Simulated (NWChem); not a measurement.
System: SnNH3, singlet; SMILES [NH2][SnH]

```xyz
5

Sn     0.0275    -0.3238     0.0000
H     -1.7610    -0.3756     0.0000
N      0.0034     1.7033     0.0000
H     -0.8298     2.2830     0.0000
H      0.8450     2.2708     0.0000
```
Atoms are numbered in this order, from 1.

Level: PBE0/def2-SVP with def2 effective core potentials on Sn (NWChem), optimised geometry, unscaled harmonic frequencies. Low-valent species are run as closed-shell singlets; no triplet was tried in these runs. def2 effective core potentials on Sn; no spin-orbit coupling.

```
frequency (cm⁻¹)  IR intensity (km/mol)
----------------  ---------------------
425                               235.6
537                                12.7
613                                 8.1
617                                60.1
755                                71.6
1515                                8.0
1699                              510.8
3590                               22.8
3707                               30.6
```

The zero-point energy is 19.2 kcal/mol, the thermal correction to the enthalpy at 298.15 K (with zero-point energy) is 22.2 kcal/mol and the heat capacity Cv comes out as 11.4 cal/(mol K). The entropy at 298.15 K and 1 atm (symmetry number 1) comes out as 64.6 cal/(mol K).

Rigid rotor and harmonic oscillator.
